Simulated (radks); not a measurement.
The numbers below are computed, except where a source is named.
Species: Sr+. Configuration: [Kr] 4d1 (not the ground configuration). Level of theory: scalar-relativistic Kohn-Sham, r2SCAN, spin-unpolarised, spherical densities, finite nucleus; meta-GGA in the generalised Kohn-Sham scheme; Fermi nuclear charge, rms radius 4.224 fm (a radial shooting solver on a logarithmic mesh with Libxc functionals).

Normalised radial functions P(r) = r R(r), r in bohr:

r,2p
0.00203,0.0077
0.003128,0.0169
0.004817,0.0370
0.007421,0.0804
0.01143,0.1718
0.01761,0.3544
0.02712,0.6912
0.04177,1.2338
0.06434,1.9267
0.09911,2.4627
0.1514,2.3473
0.2333,1.4512
0.3593,0.4793
0.5535,0.0641
0.8526,0.0023
1.313,0.0000
2.023,0.0000
3.116,0.0000
4.799,0.0000
7.393,0.0000
11.39,0.0000

2p: eigenvalue -1933.7 eV, 0 radial nodes, <r> = 0.150 bohr, 90 % of the charge inside 0.245 bohr.
